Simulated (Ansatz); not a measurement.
`[NH2][GeH]([OH])[CH2]F`, relaxed with RKS PBE0-D4/def2-TZVP in Ansatz 0.2.0 from a PBE-D4/def2-SVP geometry. The force threshold is 0.005 eV/Å; the program also tests the step.

The species carries charge 0 and has multiplicity 1.

Start:

```xyz
11

N    -1.546    0.018   -0.646
Ge   -0.235   -0.221    0.628
O     0.072   -1.994    0.761
C     1.371    0.713   -0.093
F     1.198    0.900   -1.466
H    -1.234    0.636   -1.404
H    -2.465    0.319   -0.309
H    -0.611    0.233    2.064
H    -0.340   -2.416   -0.018
H     2.289    0.110    0.085
H     1.500    1.704    0.398
```

```json
{"step": "1", "energy (eV)": "-63896.1245", "largest force (eV/Å)": "0.771", "largest move (Å)": "0.000"}
{"step": "2", "energy (eV)": "-63896.1690", "largest force (eV/Å)": "0.263", "largest move (Å)": "0.039"}
{"step": "3", "energy (eV)": "-63896.1753", "largest force (eV/Å)": "0.068", "largest move (Å)": "0.021"}
{"step": "4", "energy (eV)": "-63896.1765", "largest force (eV/Å)": "0.038", "largest move (Å)": "0.014"}
{"step": "5", "energy (eV)": "-63896.1768", "largest force (eV/Å)": "0.083", "largest move (Å)": "0.033"}
{"step": "6", "energy (eV)": "-63896.1772", "largest force (eV/Å)": "0.013", "largest move (Å)": "0.010"}
{"step": "7", "energy (eV)": "-63896.1773", "largest force (eV/Å)": "0.008", "largest move (Å)": "0.005"}
{"step": "8", "energy (eV)": "-63896.1774", "largest force (eV/Å)": "0.014", "largest move (Å)": "0.014"}
{"step": "9", "energy (eV)": "-63896.1775", "largest force (eV/Å)": "0.027", "largest move (Å)": "0.012"}
{"step": "10", "energy (eV)": "-63896.1775", "largest force (eV/Å)": "0.033", "largest move (Å)": "0.011"}
{"step": "11", "energy (eV)": "-63896.1775", "largest force (eV/Å)": "0.030", "largest move (Å)": "0.010"}
{"step": "12", "energy (eV)": "-63896.1776", "largest force (eV/Å)": "0.011", "largest move (Å)": "0.006"}
{"step": "13", "energy (eV)": "-63896.1776", "largest force (eV/Å)": "0.004", "largest move (Å)": "0.008"}
{"step": "14", "energy (eV)": "-63896.1776", "largest force (eV/Å)": "0.009", "largest move (Å)": "0.012"}
{"step": "15", "energy (eV)": "-63896.1776", "largest force (eV/Å)": "0.007", "largest move (Å)": "0.011"}
{"step": "16", "energy (eV)": "-63896.1776", "largest force (eV/Å)": "0.003", "largest move (Å)": "0.003"}
```

End:

```xyz
11

N    -1.551    0.057   -0.634
Ge   -0.248   -0.200    0.614
O     0.035   -1.950    0.772
C     1.373    0.690   -0.084
F     1.240    0.895   -1.454
H    -1.301    0.676   -1.390
H    -2.485    0.249   -0.309
H    -0.610    0.254    2.038
H    -0.235   -2.406   -0.030
H     2.257    0.071    0.088
H     1.526    1.664    0.390
```

Run time 63 s (4 threads of an Arm Neoverse V2 on a shared host); peak host memory 0.6 GiB.
